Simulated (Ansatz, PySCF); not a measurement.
Gas-phase reaction in SMILES: [GeH4] (GeH4) → [GeH3-] + H+
Each molecule is optimised on its own at B3LYP-D3(BJ)/def2-TZVP (Ansatz, a program for electronic structure).

Property: gas-phase deprotonation energy (0 K, with B3LYP-D3(BJ) harmonic zero-point energies from PySCF), in kcal/mol. Correlated levels leave the core frozen unless marked. No spin-orbit coupling. Frozen are the shells of the preceding noble gas and the d and f shells that filled before the atom's block. No relativistic terms. Anions need diffuse functions: aug- sets have them; def2-D sets add few; the other sets have none. CBS(X,Y): correlation extrapolated as X^-3; Hartree-Fock from the larger set. [CCSD(T)-MP2]/basis is that difference in the basis named.

```
level                                                                 program  gas-phase deprotonation energy (kcal/mol)
-------------------------------------------------------------  --------------  -----------------------------------------
PBE/def2-TZVPD                                                         Ansatz                                      357.3
BLYP-D4/def2-TZVPD                                             Ansatz + dftd4                                      356.0
revPBE-D3(BJ)/def2-TZVPD                                       Ansatz + dftd3                                      360.7
revPBE-D4/def2-TZVPD                                           Ansatz + dftd4                                      358.3
revPBE/def2-TZVPD                                                      Ansatz                                      360.1
M06-L/def2-TZVPD                                                        PySCF                                      366.1
BHLYP-D4/def2-TZVPD                                            Ansatz + dftd4                                      363.2
B2PLYP-D3(BJ)/def2-TZVPD                                       Ansatz + dftd3                                      361.5
RPA@PBE/cc-pVTZ                                                        Ansatz                                      367.8
MP2/def2-SVPD                                                          Ansatz                                      364.8
MP2/cc-pVQZ                                                            Ansatz                                      362.7
MP2/CBS(def2-TZVPPD,def2-QZVPPD)                                       Ansatz                                      361.9
SCS-MP2/STO-3G                                                         Ansatz                                      494.4
SCS-MP2/aug-cc-pVTZ                                                    Ansatz                                      363.3
CCSD/aug-cc-pVTZ                                                       Ansatz                                      361.8
CCSD/def2-TZVPPD                                                       Ansatz                                      364.3
CCSD(T)/STO-3G                                                         Ansatz                                      495.9
CCSD(T)/cc-pVDZ                                                        Ansatz                                      368.4
RI-MP2/CBS(aug-cc-pVTZ,aug-cc-pVQZ)+[CCSD(T)-MP2]/aug-cc-pVDZ          Ansatz                                      360.8
RI-MP2/CBS(def2-TZVPPD,def2-QZVPPD)+[CCSD(T)-MP2]/def2-SVPD            Ansatz                                      361.4
CCSD(T)/CBS(def2-TZVPPD,def2-QZVPPD)                                   Ansatz                                      361.3
```
